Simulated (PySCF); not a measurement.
CH6FNOSi2. Atoms are numbered in the order given.

```xyz
12

N      2.3589     0.2971    -0.2193
Si     1.0175    -0.6420     0.2740
O      0.0287    -1.3536    -0.9207
C     -1.2328    -0.6750    -0.9580
Si    -1.0400     0.4083     0.6100
F     -1.1995     2.0164     0.3608
H      2.2562     1.1534    -0.7504
H      3.2852    -0.1023    -0.3135
H      1.5763    -1.7065     1.1535
H     -1.3456    -0.0914    -1.8899
H     -2.0593    -1.4059    -0.9240
H     -1.9479     0.0755     1.7495
```

Coordinates come from a PBE0-D3(BJ)/def2-SVP optimisation. The structure was generated by enumeration; whether it is a known compound was not checked. Other conformers were not sampled.

Method: PySCF with TDA-PBE/def2-SVPD.

Vertical excitations. Isolated molecule, no solvent.

Computed excitation energies, oscillator strengths and character:
```json
[
 {"state": "S1", "energy (eV)": "4.97", "λ (nm)": "249", "f": "0.008", "main pairs": "HOMO→LUMO 92 %"},
 {"state": "S2", "energy (eV)": "5.25", "λ (nm)": "236", "f": "0.004", "main pairs": "HOMO−1→LUMO 83 %, HOMO−2→LUMO 15 %"},
 {"state": "S3", "energy (eV)": "5.53", "λ (nm)": "224", "f": "0.013", "main pairs": "HOMO−2→LUMO 76 %, HOMO−1→LUMO 13 %"},
 {"state": "S4", "energy (eV)": "5.77", "λ (nm)": "215", "f": "0.007", "main pairs": "HOMO−3→LUMO 94 %"},
 {"state": "S5", "energy (eV)": "6.01", "λ (nm)": "206", "f": "0.024", "main pairs": "HOMO→LUMO+1 51 %, HOMO→LUMO+2 30 %, HOMO−1→LUMO+1 12 %"},
 {"state": "S6", "energy (eV)": "6.06", "λ (nm)": "205", "f": "0.058", "main pairs": "HOMO→LUMO+2 52 %, HOMO→LUMO+1 30 %"},
 {"state": "S7", "energy (eV)": "6.15", "λ (nm)": "202", "f": "0.012", "main pairs": "HOMO−1→LUMO+1 84 %"},
 {"state": "S8", "energy (eV)": "6.20", "λ (nm)": "200", "f": "0.009", "main pairs": "HOMO−1→LUMO+2 95 %"},
 {"state": "S9", "energy (eV)": "6.42", "λ (nm)": "193", "f": "0.026", "main pairs": "HOMO−2→LUMO+1 80 %"},
 {"state": "S10", "energy (eV)": "6.46", "λ (nm)": "192", "f": "0.010", "main pairs": "HOMO→LUMO+3 78 %"},
 {"state": "T1", "energy (eV)": "4.46", "λ (nm)": "278", "f": "0", "main pairs": "HOMO→LUMO 89 %"},
 {"state": "T2", "energy (eV)": "4.84", "λ (nm)": "256", "f": "0", "main pairs": "HOMO−1→LUMO 95 %"},
 {"state": "T3", "energy (eV)": "5.06", "λ (nm)": "245", "f": "0", "main pairs": "HOMO−2→LUMO 92 %"},
 {"state": "T4", "energy (eV)": "5.49", "λ (nm)": "226", "f": "0", "main pairs": "HOMO→LUMO+1 94 %"}
]
```
Triplets are in the Tamm–Dancoff approximation.
